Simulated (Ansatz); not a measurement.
Ansatz (a first-principles code) input (HF/6-31G*):

Ansatz 0.2 input:
```yaml
crystal:
  periodic: [false, false, false]
  atoms:
    - {symbol: B, position_ang: [-0.86117719, -0.01276718, -0.02288001]}
    - {symbol: N, position_ang: [0.51862408, -0.09862036, 0.00880748]}
    - {symbol: H, position_ang: [-1.45450365, 1.01926523, 0.01003004]}
    - {symbol: H, position_ang: [1.11773132, 0.69803555, 0.06156451]}
    - {symbol: H, position_ang: [1.01228978, -0.96312230, -0.01884683]}
basis:
  gaussian:
    orbitals: 6-31G*
hamiltonian:
  xc: {name: HF}
magnetization: {spin_polarized: true, initial_magnetization: 1}
phonons: {temperatures: {t_min: 298.15, t_max: 298.15, t_step: 100}}
```

Output:

```
Functional definition: HF
integrals: 0.00 GiB planned
424 factors; integrals over basis functions are off by at most 4.7e-4 eV
mean field: 0.06 GiB planned
mean field evaluation 1: about -2197.9823 eV, gradient 1.9e1 eV
mean field evaluation 2: about -2197.9823 eV, gradient 1.9e1 eV
mean field evaluation 4: about -2199.8862 eV, gradient 2.4e0 eV
mean field evaluation 8: about -2199.9623 eV, gradient 7.0e-2 eV
mean field -2199.96242845 eV, -80.8471280573 hartree, gradient 1.5e-5 eV, S^2 0.756041; 0 other end points of the search recorded, 0 dependent functions left out
the calculation of the forces begins
reference -2199.96242845 eV, -80.8471280573 hartree; 8, 7 occupied and 28, 29 virtual orbitals, 424 factors
these checks for a lower state are left out or cut short: stability, starts, cluster_reference, orbital_swaps, neighbouring_geometries, increment
integrals: 0.00 GiB planned
424 factors; integrals over basis functions are off by at most 4.7e-4 eV
mean field: 0.06 GiB planned
mean field evaluation 16: about -2199.9623 eV, gradient 1.2e-2 eV
mean field -2199.96233686 eV, -80.8471246916 hartree, gradient 7.1e-6 eV, S^2 0.756039; 0 other end points of the search recorded, 0 dependent functions left out
the calculation of the forces begins
reference -2199.96233686 eV, -80.8471246916 hartree; 8, 7 occupied and 28, 29 virtual orbitals, 424 factors
these checks for a lower state are left out or cut short: stability, starts, cluster_reference, orbital_swaps, neighbouring_geometries, increment
integrals: 0.00 GiB planned
424 factors; integrals over basis functions are off by at most 4.8e-4 eV
mean field: 0.06 GiB planned
mean field -2199.96234618 eV, -80.8471250340 hartree, gradient 7.1e-6 eV, S^2 0.756044; 0 other end points of the search recorded, 0 dependent functions left out
the calculation of the forces begins
reference -2199.96234618 eV, -80.8471250340 hartree; 8, 7 occupied and 28, 29 virtual orbitals, 424 factors
these checks for a lower state are left out or cut short: stability, starts, cluster_reference, orbital_swaps, neighbouring_geometries, increment
integrals: 0.00 GiB planned
424 factors; integrals over basis functions are off by at most 4.7e-4 eV
mean field: 0.06 GiB planned
mean field -2199.96234060 eV, -80.8471248289 hartree, gradient 7.1e-6 eV, S^2 0.756035; 0 other end points of the search recorded, 0 dependent functions left out
the calculation of the forces begins
reference -2199.96234060 eV, -80.8471248289 hartree; 8, 7 occupied and 28, 29 virtual orbitals, 424 factors
these checks for a lower state are left out or cut short: stability, starts, cluster_reference, orbital_swaps, neighbouring_geometries, increment
integrals: 0.00 GiB planned
424 factors; integrals over basis functions are off by at most 4.7e-4 eV
mean field: 0.06 GiB planned
mean field evaluation 32: about -2199.9622 eV, gradient 5.2e-5 eV
mean field -2199.96233714 eV, -80.8471247019 hartree, gradient 7.0e-6 eV, S^2 0.756047; 0 other end points of the search recorded, 0 dependent functions left out
the calculation of the forces begins
reference -2199.96233714 eV, -80.8471247019 hartree; 8, 7 occupied and 28, 29 virtual orbitals, 424 factors
these checks for a lower state are left out or cut short: stability, starts, cluster_reference, orbital_swaps, neighbouring_geometries, increment
integrals: 0.00 GiB planned
424 factors; integrals over basis functions are off by at most 4.7e-4 eV
mean field: 0.06 GiB planned
mean field -2199.96217882 eV, -80.8471188838 hartree, gradient 7.1e-6 eV, S^2 0.756040; 0 other end points of the search recorded, 0 dependent functions left out
the calculation of the forces begins
reference -2199.96217882 eV, -80.8471188838 hartree; 8, 7 occupied and 28, 29 virtual orbitals, 424 factors
these checks for a lower state are left out or cut short: stability, starts, cluster_reference, orbital_swaps, neighbouring_geometries, increment
integrals: 0.00 GiB planned
424 factors; integrals over basis functions are off by at most 4.7e-4 eV
mean field: 0.06 GiB planned
mean field -2199.96217332 eV, -80.8471186815 hartree, gradient 7.1e-6 eV, S^2 0.756043; 0 other end points of the search recorded, 0 dependent functions left out
the calculation of the forces begins
reference -2199.96217332 eV, -80.8471186815 hartree; 8, 7 occupied and 28, 29 virtual orbitals, 424 factors
these checks for a lower state are left out or cut short: stability, starts, cluster_reference, orbital_swaps, neighbouring_geometries, increment
integrals: 0.00 GiB planned
424 factors; integrals over basis functions are off by at most 4.7e-4 eV
mean field: 0.06 GiB planned
mean field -2199.96228951 eV, -80.8471229516 hartree, gradient 7.0e-6 eV, S^2 0.756034; 0 other end points of the search recorded, 0 dependent functions left out
[...]
integrals: 0.00 GiB planned
424 factors; integrals over basis functions are off by at most 4.7e-4 eV
mean field: 0.06 GiB planned
mean field -2199.96228767 eV, -80.8471228839 hartree, gradient 7.1e-6 eV, S^2 0.756049; 0 other end points of the search recorded, 0 dependent functions left out
the calculation of the forces begins
reference -2199.96228767 eV, -80.8471228839 hartree; 8, 7 occupied and 28, 29 virtual orbitals, 424 factors
these checks for a lower state are left out or cut short: stability, starts, cluster_reference, orbital_swaps, neighbouring_geometries, increment
integrals: 0.00 GiB planned
424 factors; integrals over basis functions are off by at most 4.8e-4 eV
mean field: 0.06 GiB planned
mean field evaluation 64: about -2199.9624 eV, gradient 1.9e-6 eV
mean field -2199.96237040 eV, -80.8471259240 hartree, gradient 1.9e-6 eV, S^2 0.756039; 0 other end points of the search recorded, 0 dependent functions left out
the calculation of the forces begins
reference -2199.96237040 eV, -80.8471259240 hartree; 8, 7 occupied and 28, 29 virtual orbitals, 424 factors
these checks for a lower state are left out or cut short: stability, starts, cluster_reference, orbital_swaps, neighbouring_geometries, increment
integrals: 0.00 GiB planned
424 factors; integrals over basis functions are off by at most 4.7e-4 eV
mean field: 0.06 GiB planned
mean field -2199.96236459 eV, -80.8471257106 hartree, gradient 2.2e-6 eV, S^2 0.756043; 0 other end points of the search recorded, 0 dependent functions left out
the calculation of the forces begins
reference -2199.96236459 eV, -80.8471257106 hartree; 8, 7 occupied and 28, 29 virtual orbitals, 424 factors
these checks for a lower state are left out or cut short: stability, starts, cluster_reference, orbital_swaps, neighbouring_geometries, increment
integrals: 0.00 GiB planned
424 factors; integrals over basis functions are off by at most 4.7e-4 eV
mean field: 0.06 GiB planned
mean field -2199.96241119 eV, -80.8471274231 hartree, gradient 2.7e-6 eV, S^2 0.756043; 0 other end points of the search recorded, 0 dependent functions left out
the calculation of the forces begins
reference -2199.96241119 eV, -80.8471274231 hartree; 8, 7 occupied and 28, 29 virtual orbitals, 424 factors
these checks for a lower state are left out or cut short: stability, starts, cluster_reference, orbital_swaps, neighbouring_geometries, increment
integrals: 0.00 GiB planned
424 factors; integrals over basis functions are off by at most 4.7e-4 eV
mean field: 0.06 GiB planned
mean field -2199.96241253 eV, -80.8471274724 hartree, gradient 2.2e-6 eV, S^2 0.756039; 0 other end points of the search recorded, 0 dependent functions left out
the calculation of the forces begins
reference -2199.96241253 eV, -80.8471274724 hartree; 8, 7 occupied and 28, 29 virtual orbitals, 424 factors
these checks for a lower state are left out or cut short: stability, starts, cluster_reference, orbital_swaps, neighbouring_geometries, increment
integrals: 0.00 GiB planned
424 factors; integrals over basis functions are off by at most 4.7e-4 eV
mean field: 0.06 GiB planned
mean field -2199.96231835 eV, -80.8471240113 hartree, gradient 7.1e-6 eV, S^2 0.756052; 0 other end points of the search recorded, 0 dependent functions left out
the calculation of the forces begins
reference -2199.96231835 eV, -80.8471240113 hartree; 8, 7 occupied and 28, 29 virtual orbitals, 424 factors
these checks for a lower state are left out or cut short: stability, starts, cluster_reference, orbital_swaps, neighbouring_geometries, increment
integrals: 0.00 GiB planned
424 factors; integrals over basis functions are off by at most 4.7e-4 eV
mean field: 0.06 GiB planned
mean field -2199.96231778 eV, -80.8471239905 hartree, gradient 7.1e-6 eV, S^2 0.756031; 0 other end points of the search recorded, 0 dependent functions left out
the calculation of the forces begins
reference -2199.96231778 eV, -80.8471239905 hartree; 8, 7 occupied and 28, 29 virtual orbitals, 424 factors
these checks for a lower state are left out or cut short: stability, starts, cluster_reference, orbital_swaps, neighbouring_geometries, increment
integrals: 0.00 GiB planned
424 factors; integrals over basis functions are off by at most 4.7e-4 eV
mean field: 0.06 GiB planned
mean field evaluation 96: about -2199.9622 eV, gradient 5.9e-2 eV
mean field -2199.96239171 eV, -80.8471267074 hartree, gradient 7.1e-6 eV, S^2 0.756051; 0 other end points of the search recorded, 0 dependent functions left out
the calculation of the forces begins
reference -2199.96239171 eV, -80.8471267074 hartree; 8, 7 occupied and 28, 29 virtual orbitals, 424 factors
these checks for a lower state are left out or cut short: stability, starts, cluster_reference, orbital_swaps, neighbouring_geometries, increment
integrals: 0.00 GiB planned
424 factors; integrals over basis functions are off by at most 4.7e-4 eV
mean field: 0.06 GiB planned
mean field -2199.96239267 eV, -80.8471267427 hartree, gradient 7.1e-6 eV, S^2 0.756031; 0 other end points of the search recorded, 0 dependent functions left out
the calculation of the forces begins
reference -2199.96239267 eV, -80.8471267427 hartree; 8, 7 occupied and 28, 29 virtual orbitals, 424 factors
these checks for a lower state are left out or cut short: stability, starts, cluster_reference, orbital_swaps, neighbouring_geometries, increment
integrals: 0.00 GiB planned
424 factors; integrals over basis functions are off by at most 4.7e-4 eV
mean field: 0.06 GiB planned
mean field -2199.96229878 eV, -80.8471232923 hartree, gradient 7.1e-6 eV, S^2 0.756037; 0 other end points of the search recorded, 0 dependent functions left out
the calculation of the forces begins
reference -2199.96229878 eV, -80.8471232923 hartree; 8, 7 occupied and 28, 29 virtual orbitals, 424 factors
these checks for a lower state are left out or cut short: stability, starts, cluster_reference, orbital_swaps, neighbouring_geometries, increment
integrals: 0.00 GiB planned
424 factors; integrals over basis functions are off by at most 4.7e-4 eV
mean field: 0.06 GiB planned
mean field -2199.96230133 eV, -80.8471233858 hartree, gradient 7.1e-6 eV, S^2 0.756046; 0 other end points of the search recorded, 0 dependent functions left out
the calculation of the forces begins
reference -2199.96230133 eV, -80.8471233858 hartree; 8, 7 occupied and 28, 29 virtual orbitals, 424 factors
these checks for a lower state are left out or cut short: stability, starts, cluster_reference, orbital_swaps, neighbouring_geometries, increment
integrals: 0.00 GiB planned
424 factors; integrals over basis functions are off by at most 4.7e-4 eV
mean field: 0.06 GiB planned
mean field -2199.96239743 eV, -80.8471269174 hartree, gradient 7.1e-6 eV, S^2 0.756043; 0 other end points of the search recorded, 0 dependent functions left out
the calculation of the forces begins
reference -2199.96239743 eV, -80.8471269174 hartree; 8, 7 occupied and 28, 29 virtual orbitals, 424 factors
these checks for a lower state are left out or cut short: stability, starts, cluster_reference, orbital_swaps, neighbouring_geometries, increment
integrals: 0.00 GiB planned
424 factors; integrals over basis functions are off by at most 4.7e-4 eV
mean field: 0.06 GiB planned
mean field -2199.96240036 eV, -80.8471270253 hartree, gradient 7.1e-6 eV, S^2 0.756039; 0 other end points of the search recorded, 0 dependent functions left out
the calculation of the forces begins
reference -2199.96240036 eV, -80.8471270253 hartree; 8, 7 occupied and 28, 29 virtual orbitals, 424 factors
Total energy: -2199.96242845 eV, -80.8471280573 hartree
Atom 0 at    -0.861177    -0.012767    -0.022880 Å, force     0.001082    -0.001779    -0.000055 eV/Å
Atom 1 at     0.518624    -0.098620     0.008807 Å, force     0.000344     0.001029     0.000057 eV/Å
Atom 2 at    -1.454504     1.019265     0.010030 Å, force    -0.000393     0.001085     0.000041 eV/Å
Atom 3 at     1.117731     0.698036     0.061565 Å, force    -0.000242    -0.000028    -0.000008 eV/Å
Atom 4 at     1.012290    -0.963122    -0.018847 Å, force    -0.000791    -0.000307    -0.000035 eV/Å
Dipole moment:     0.410708     0.004447     0.010835 e Å
Vibrations: 616.60 818.48 896.71 1170.32 1381.92 1796.49 2749.09 3798.26 3899.10 cm⁻¹, zero-point energy 1.061736 eV
```

The blocks after the first are displaced geometries, from whose forces the wavenumbers follow.
